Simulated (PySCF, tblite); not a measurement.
Species: C2H10O3Si3.
Atom-mapped SMILES: `[CH3:1][O:2][C@@H:3]1[SiH2:4][O:5][Si@@H:6]1[O:7][SiH3:8]` (hydrogens: H9, H10, H11 on C1; H12 on C3; H13, H14 on Si4; H15 on Si6; H16, H17, H18 on Si8)

Structure used (GFN2-xTB), in Å, numbered top down from 1:
```xyz
18
C2H10O3Si3 angstrom
C     -1.3980   -1.5963   -0.8702
O     -1.0008   -0.2616   -1.0250
C     -1.1982    0.5094    0.1537
Si    -0.5653    2.3251    0.0310
O      0.4243    1.9897    1.3206
Si     0.1737    0.3553    1.5030
O      1.4359   -0.4927    0.9843
Si     2.3562   -0.7706   -0.3367
H     -1.1642   -2.1080   -1.8026
H     -2.4767   -1.6664   -0.6750
H     -0.8641   -2.0749   -0.0392
H     -2.2354    0.3950    0.4949
H      0.2172    2.6307   -1.1544
H     -1.5012    3.3522    0.4644
H     -0.0375    0.0203    2.8926
H      1.7748   -1.9313   -1.0095
H      3.6553   -1.0701    0.2632
H      2.3953    0.4007   -1.2069
```

Computed with PBE0/pcSseg-1 in PySCF (dipole) on a GFN2-xTB geometry, gas phase.

Masses are those of the commonest isotopes; rigid-rotor values at the optimised geometry. The values belong to one conformer with, in the numbering `[CH3:1][O:2][C@@H:3]1[SiH2:4][O:5][Si@@H:6]1[O:7][SiH3:8]`, C1–O2–C3–Si4 176°, O5–Si6–O7–Si8 -59°.

**Question.** What are A, B and C (MHz)?

**Answer.** Ia = 348.78, Ib = 461.24, Ic = 623.23 u·Å²; 505379 MHz·u·Å²/I gives A = 1449, B = 1096, C = 810.9 MHz.

**Question.** What kind of rotor is it?

**Answer.** An asymmetric top. Ray's parameter κ = (2B − A − C)/(A − C) = -0.107; −1 is the prolate and +1 the oblate limit.

**Question.** What does the inertial defect say?

**Answer.** Not planar: Δ = Ic − Ia − Ib = -186.79 u·Å². For a rigid frame Δ = −2 Σ m c², so Σ m c² = 93.40 u·Å² lies off the ab plane: 18.64 from hydrogen and 74.75 from heavier atoms. The atom farthest from that plane is 2.45 Å away.

**Question.** Give the other two planar moments, Paa and Pbb, and the rms extents of the mass along the axes.

**Answer.** Paa = Σ m a² = (Ib + Ic − Ia)/2 = 367.85 and Pbb = Σ m b² = (Ia + Ic − Ib)/2 = 255.38 u·Å². With the mass M = 165.99 u, the rms extents √(P/M) along a, b and c are 1.49, 1.24, 0.75 Å.

**Question.** Which types of transition are allowed, and where do some lines up to J = 4 fall?

**Answer.** The dipole components are |μa| = 0.06 D, |μb| = 1.98 D, |μc| = 0.30 D. Intensities carry the squares of the components, which stand as 0.00 : 1.00 : 0.02 (a : b : c). Some lines, for components of 0.1 D or more:

```json
{"type": "b", "branch": "Q", "J(Ka,Kc)": "2(2,0) ← 2(1,1)", "MHz": "1176", "lower level (cm⁻¹)": "0.222"}
{"type": "c", "branch": "Q", "J(Ka,Kc)": "4(3,2) ← 4(2,2)", "MHz": "1630", "lower level (cm⁻¹)": "0.738"}
{"type": "b", "branch": "Q", "J(Ka,Kc)": "3(1,2) ← 3(0,3)", "MHz": "1747", "lower level (cm⁻¹)": "0.365"}
{"type": "b", "branch": "Q", "J(Ka,Kc)": "2(2,1) ← 2(1,2)", "MHz": "1914", "lower level (cm⁻¹)": "0.193"}
{"type": "b", "branch": "R", "J(Ka,Kc)": "1(1,1) ← 0(0,0)", "MHz": "2260", "lower level (cm⁻¹)": "0.000"}
{"type": "c", "branch": "R", "J(Ka,Kc)": "1(1,0) ← 0(0,0)", "MHz": "2545", "lower level (cm⁻¹)": "0.000"}
{"type": "b", "branch": "Q", "J(Ka,Kc)": "4(1,3) ← 4(0,4)", "MHz": "2668", "lower level (cm⁻¹)": "0.597"}
{"type": "b", "branch": "Q", "J(Ka,Kc)": "4(4,0) ← 4(3,1)", "MHz": "3142", "lower level (cm⁻¹)": "0.799"}
{"type": "b", "branch": "Q", "J(Ka,Kc)": "4(4,1) ← 4(3,2)", "MHz": "3336", "lower level (cm⁻¹)": "0.792"}
{"type": "b", "branch": "R", "J(Ka,Kc)": "3(1,3) ← 2(0,2)", "MHz": "5415", "lower level (cm⁻¹)": "0.187"}
{"type": "c", "branch": "R", "J(Ka,Kc)": "2(2,1) ← 1(1,1)", "MHz": "5443", "lower level (cm⁻¹)": "0.075"}
{"type": "c", "branch": "R", "J(Ka,Kc)": "3(1,2) ← 2(0,2)", "MHz": "7091", "lower level (cm⁻¹)": "0.187"}
{"type": "c", "branch": "R", "J(Ka,Kc)": "3(2,1) ← 2(1,1)", "MHz": "7271", "lower level (cm⁻¹)": "0.222"}
{"type": "b", "branch": "R", "J(Ka,Kc)": "3(3,1) ← 2(2,0)", "MHz": "8145", "lower level (cm⁻¹)": "0.261"}
{"type": "b", "branch": "R", "J(Ka,Kc)": "4(2,3) ← 3(1,2)", "MHz": "8260", "lower level (cm⁻¹)": "0.423"}
{"type": "c", "branch": "R", "J(Ka,Kc)": "3(3,1) ← 2(2,1)", "MHz": "8261", "lower level (cm⁻¹)": "0.257"}
{"type": "c", "branch": "R", "J(Ka,Kc)": "4(2,2) ← 3(1,2)", "MHz": "9430", "lower level (cm⁻¹)": "0.423"}
{"type": "c", "branch": "R", "J(Ka,Kc)": "4(2,3) ← 3(1,3)", "MHz": "9936", "lower level (cm⁻¹)": "0.368"}
{"type": "b", "branch": "R", "J(Ka,Kc)": "4(3,1) ← 3(2,2)", "MHz": "10535", "lower level (cm⁻¹)": "0.448"}
```

Its lowest GFN2-xTB frequency is 11 cm⁻¹, too small to tell a flat minimum from a shallow saddle. These are rigid-rotor constants of the computed structure; measured ground-state constants (B0) also hold zero-point vibration. A rigid rotor knows nothing of internal rotation, which can split or shift real lines.
